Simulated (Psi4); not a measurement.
F$_{3}$In, charge -1, doublet, at a GFN2-xTB geometry (such geometries of metal compounds can be far from the true shape) (a state made from the parent by changing its charge; the spin is typed, not shown lowest) (all electrons, no relativity) (a gas-phase anion, which may not be bound at this level); PBE/3-21G (Psi4).

Input for Psi4:
```
memory 2 GB

molecule mol {
-1 2
In   -0.000000    0.000000   -0.000000
F    -1.950035   -1.186068    0.034914
F     0.017638    2.144580   -0.781715
F     1.932396   -0.958511    0.746802
}

set {
  basis 3-21g
  reference uks
  scf_type pk
  d_convergence 1e-4
}

energy('pbe')
print_variables()
```

It wrote (shortened):

```
   => Loading Basis Set <=

    Name: 3-21G
    Role: ORBITAL
    Keyword: BASIS

         ---------------------------------------------------------
                                   SCF
               by Justin Turney, Rob Parrish, Andy Simmonett
                          and Daniel G. A. Smith
                              UKS Reference
         ---------------------------------------------------------

  ==> Geometry <==

    Molecular point group: c1
    Full point group: C1

    Geometry (in Angstrom), charge = -1, multiplicity = 2:

       Center              X                  Y                   Z               Mass
    ------------   -----------------  -----------------  -----------------  -----------------
         IN           0.000000110521    -0.000000110521    -0.000000110521   114.903878776000
         F           -1.950034889479    -1.186068110521     0.034913889479    18.998403162730
         F            0.017638110521     2.144579889479    -0.781715110521    18.998403162730
         F            1.932396110521    -0.958511110521     0.746801889479    18.998403162730

  Running in c1 symmetry.

  Rotational constants: A =      0.11353  B =      0.11353  C =      0.05676 [cm^-1]
  Rotational constants: A =   3403.45578  B =   3403.45547  C =   1701.72781 [MHz]
  Nuclear repulsion =  339.225880383301444

  Charge       = -1
  Multiplicity = 2
  Electrons    = 77
  Nalpha       = 39
  Nbeta        = 38

  ==> Algorithm <==

  SCF Algorithm Type is PK.
  DIIS enabled.
  MOM disabled.
  Fractional occupation disabled.
  Guess Type is SAD.
  Energy threshold   = 1.00e-06
  Density threshold  = 1.00e-04
  Integral threshold = 1.00e-12

  ==> Primary Basis <==

  Basis Set: 3-21G
    Blend: 3-21G
    Number of shells: 28
    Number of basis functions: 60
    Number of Cartesian functions: 60
    Spherical Harmonics?: false
    Max angular momentum: 2

  ==> DFT Potential <==

   => LibXC <=

    Version 7.1.2
    S. Lehtola, C. Steigemann, M. J. T. Oliveira, and M. A. L. Marques,  SoftwareX 7, 1–5 (2018) (10.1016/j.softx.2017.11.002)

   => Composite Functional: PBE <=

    PBE GGA Exchange-Correlation Functional

    J.P. Perdew et. al., Phys. Rev. Lett., 77(18), 3865-3868, 1996

    Deriv               =              1
    GGA                 =           TRUE
    Meta                =          FALSE

    Exchange Hybrid     =          FALSE
    MP2 Hybrid          =          FALSE

   => Exchange Functionals <=

    1.0000     XC_GGA_X_PBE

   => Correlation Functionals <=

    1.0000     XC_GGA_C_PBE

   => LibXC Density Thresholds  <==

    XC_GGA_C_PBE:  1.00E-12
    XC_GGA_X_PBE:  1.00E-15

   => Molecular Quadrature <=

    Radial Scheme          =       TREUTLER
    Pruning Scheme         =           NONE
    Nuclear Scheme         =       TREUTLER

    Blocking Scheme        =         OCTREE
    BS radius alpha        =              1
    Pruning alpha          =              1
    Radial Points          =             75
    Spherical Points       =            302
    Total Points           =          87340
    Total Blocks           =            731
    Max Points             =            256
    Max Functions          =             53
    Weights Tolerance      =       1.00E-15

  ==> Integral Setup <==

  Using in-core PK algorithm.
   Calculation information:
      Number of atoms:                   4
      Number of AO shells:              28
      Number of primitives:             60
      Number of atomic orbitals:        60
      Number of basis functions:        60

      Integral cutoff                 1.00e-12
      Number of threads:                 1

  Performing in-core PK
  Using 3350730 doubles for integral storage.
  We computed 47000 shell quartets total.
  Whereas there are 82621 unique shell quartets.

  ==> DiskJK: Disk-Based J/K Matrices <==

    J tasked:                  Yes
    K tasked:                   No
    wK tasked:                  No
    Schwarz Cutoff:          1E-12

  Minimum eigenvalue in the overlap matrix is 1.2734513106E-03.
  Reciprocal condition number of the overlap matrix is 3.2447188527E-04.
    Using symmetric orthogonalization.

  ==> Pre-Iterations <==

  SCF Guess: Superposition of Atomic Densities via on-the-fly atomic UHF (no occupation information).

   -------------------------
    Irrep   Nso     Nmo
   -------------------------
     A         60      60
   -------------------------
    Total      60      60
   -------------------------

  ==> Iterations <==

                        Total Energy        Delta E     RMS |[F,P]|

   @UKS iter SAD: -6010.06186378806069   -6.01006e+03   0.00000e+00
   @UKS iter   1: -6014.36037736059552   -4.29851e+00   1.37712e-02 ADIIS/DIIS
   @UKS iter   2: -6014.62521073755579   -2.64833e-01   4.86299e-03 ADIIS/DIIS
   @UKS iter   3: -6014.60862513659049    1.65856e-02   7.61254e-03 ADIIS/DIIS
   @UKS iter   4: -6014.70398651427877   -9.53614e-02   3.83492e-04 ADIIS/DIIS
   @UKS iter   5: -6014.70447053669250   -4.84022e-04   2.06083e-04 ADIIS/DIIS
   @UKS iter   6: -6014.70445036979072    2.01669e-05   2.51069e-04 ADIIS/DIIS
   @UKS iter   7: -6014.70455207621126   -1.01706e-04   1.59511e-05 DIIS
   @UKS iter   8: -6014.70455244357436   -3.67363e-07   7.09303e-06 DIIS
  Energy and wave function converged.

  ==> Post-Iterations <==

   Electrons on quadrature grid:
      Nalpha   =   39.0000263381 ; deviation = 2.634e-05
      Nbeta    =   38.0000278454 ; deviation = 2.785e-05
      Ntotal   =   77.0000541835 ; deviation = 5.418e-05

   @Spin Contamination Metric:   1.127277700E-03
   @S^2 Expected:                7.500000000E-01
   @S^2 Observed:                7.511272777E-01
   @S   Expected:                5.000000000E-01
   @S   Observed:                5.000000000E-01

    Orbital Energies [Eh]
    ---------------------

    Alpha Occupied:

[...]
    Alpha Virtual:

[...]
    Beta Occupied:

[...]
    Beta Virtual:

[...]
      60A    196.249502

    Final Occupation by Irrep:
              A
    DOCC [    38 ]
    SOCC [     1 ]
    NA   [    39 ]
    NB   [    38 ]

  @UKS Final Energy: -6014.70455244357436

   => Energetics <=

    Nuclear Repulsion Energy =            339.2258803833014440
    One-Electron Energy =               -9008.3510715579286625
    Two-Electron Energy =                2841.2966956498257787
    DFT Exchange-Correlation Energy =    -186.8760569187727185
    Empirical Dispersion Energy =           0.0000000000000000
    VV10 Nonlocal Energy =                  0.0000000000000000
    Total Energy =                      -6014.7045524435743573

  UHF NO Occupations:
  HONO-2 :   37  A 1.9997843
  HONO-1 :   38  A 1.9997835
  HONO-0 :   39  A 1.0000000
  LUNO+0 :   40  A 0.0002165
  LUNO+1 :   41  A 0.0002157
  LUNO+2 :   42  A 0.0001089
  LUNO+3 :   43  A 0.0000117

Computation Completed

Properties will be evaluated at   0.000000,   0.000000,   0.000000 [a0]

Properties computed using the SCF density matrix

 Multipole Moments:

 ------------------------------------------------------------------------------------
     Multipole            Electronic (a.u.)      Nuclear  (a.u.)        Total (a.u.)
 ------------------------------------------------------------------------------------

 L = 1.  Multiply by 2.5417464519 to convert [e a0] to [Debye]
 Dipole X            :          0.0000235           -0.0000011            0.0000223
 Dipole Y            :         -0.0001884            0.0000011           -0.0001872
 Dipole Z            :          0.0000721            0.0000011            0.0000732
 Magnitude           :                                                    0.0002023

 ------------------------------------------------------------------------------------

  Variable Map:
  ----------------------------------------------------------------------------
[...]
  Array Variable Map:
  ----------------------------------------------------------------------------
[...]
[...]
```
